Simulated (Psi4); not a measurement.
C₃H₇O (SMILES [CH2-]OCC), charge -1, singlet, geometry from GFN2-xTB (a gas-phase anion, which may not be bound at this level). Base run: SVWN/STO-3G in Psi4.

Psi4 was given this input:
```
memory 2 GB

molecule {
-1 1
  O     0.03611404   -0.77593725    0.00088671
  C     0.02606095    0.60066436   -0.00046830
  C     1.38198523   -1.38415851    0.00690185
  C    -1.40696629    1.14758787   -0.00677684
  H     0.56020300    1.00696541    0.89188748
  H     0.56739495    1.00526473   -0.88925576
  H     1.92930273   -0.90586634   -0.88026457
  H     1.92212424   -0.90416885    0.89754425
  H    -1.93120833    0.78992516   -0.89091279
  H    -1.93833386    0.79161013    0.87377814
  H    -1.40487439    2.23920543   -0.00781069
}

set basis sto-3g

energy('svwn')
print_variables()
```

Variants of this job, named by their change:

| change | ΔE vs base (µEh) | SCF cycles | grid points | basis functions |
|---|---|---|---|---|
| base | 0.0 | 9 | 234569 | 27 |
| cholesky_tolerance = 1e-6 (with scf_type cd) | 1417 | 9 | 234569 | 27 |
| dft_radial_points = 35 | -3.7 | 9 | 111543 | 27 |
| level_shift = 1.0 | 0.0 | 10 | 234569 | 27 |
| damping_percentage = 50 | 8.6 | 83 | 234569 | 27 |
| dft_spherical_points = 590 | -12.2 | 9 | 457500 | 27 |
| damping_percentage = 20 | 4.4 | 16 | 234569 | 27 |
| scf_type = dfdirj+cosx | 0.0 | 10 | 234569 | 27 |
| guess = sap | 0.0 | 10 | 234569 | 27 |
| dft_pruning_scheme = robust | 0.0 | 9 | 160489 | 27 |
| ints_tolerance = 1e-8 | 0.0 | 9 | 234569 | 27 |
| scf_type = dfdirj+link | 0.0 | 9 | 234569 | 27 |
| df_basis_scf = cc-pvqz-jkfit | 1224 | 9 | 234569 | 27 |

A gas-phase anion may not be bound at this level; its values then depend on the basis.
